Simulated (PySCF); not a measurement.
A geometry optimisation on `F[P](F)(F)->[Au]([Cl])([Cl])[Cl]` (AuCl3(PF3)).

Computed with PBE0-D3(BJ)/def2-SVP geometry optimisation, gas phase, def2 core potentials past Kr (PySCF 2.14.0). Start geometry: GFN2-xTB. A driver script takes a list of jobs; this job's settings line and coordinates (Å) are shown.

Input:
```
{"job": {"xc": "PBE0", "basis": "def2-SVP", "d3": "d3bj", "grid": 1, "maxiter": 30, "shake": 0.03, "kind": "geom"}, "charge": 0, "multiplicity": 1}
Au    -0.083920     1.192890     0.012750
Cl     2.033320     0.454130    -0.288940
Cl     0.052550     3.492860    -0.142660
Cl    -2.280940     1.551530     0.267000
P      0.060360    -1.104380    -0.000590
F      0.916880    -1.814260     1.098630
F      0.588490    -1.843320    -1.247280
F     -1.148510    -2.015100     0.217390
```

Estimate the output.

```
step   0  E = -2155.69348419  max force = 0.045912
step   1  E = -2155.70332333  max force = 0.031088
step   2  E = -2155.70951626  max force = 0.013300
step   3  E = -2155.71103387  max force = 0.002734
step   4  E = -2155.71121248  max force = 0.002454
step   5  E = -2155.71128723  max force = 0.001443
step   6  E = -2155.71130711  max force = 0.000389
step   7  E = -2155.71131481  max force = 0.000658
step   8  E = -2155.71131405  max force = 0.002311
step   9  E = -2155.71131577  max force = 0.002748
step  10  E = -2155.71133192  max force = 0.001849
step  11  E = -2155.71134339  max force = 0.000551
step  12  E = -2155.71134724  max force = 0.000206
optimisation converged
```

Energies in Eh; «max force» is the largest Cartesian gradient component in Eh/bohr.

Give the first gradient maximum in eV/Å.

With 1 Eh/bohr = 51.422 eV/Å, 2.361 eV/Å.

How much energy does the optimisation release, in kcal/mol?

E(step 0) − E(last step) = 0.017863 Eh, which is 11.2 kcal/mol.

Summary of the converged run: final energy -2155.71135 Eh after 12 steps; dipole 4.60 D.

Give the final coordinates.

0.224 Å rms from the input after alignment:
```
atom  x, y, z in Å
Au1    0.0406    1.1348   -0.0807
Cl2    2.3084    0.7083   -0.3718
Cl3    0.2939    3.3878   -0.2789
Cl4   -2.2320    1.3517    0.2093
P5    -0.0548   -1.1422    0.0792
F6     0.8243   -1.7953    1.1866
F7     0.3900   -1.9186   -1.1960
F8    -1.4322   -1.8121    0.3687
```

Estimate the wall time. Hardware: one thread of an Arm Neoverse V1, on a shared host. And the peak memory of the process?

About 3.5 min, with 0.63 GiB resident at the peak, the Python interpreter and its libraries included.
Labels such as C1 count atoms from 1, the log's own numbers from 0.
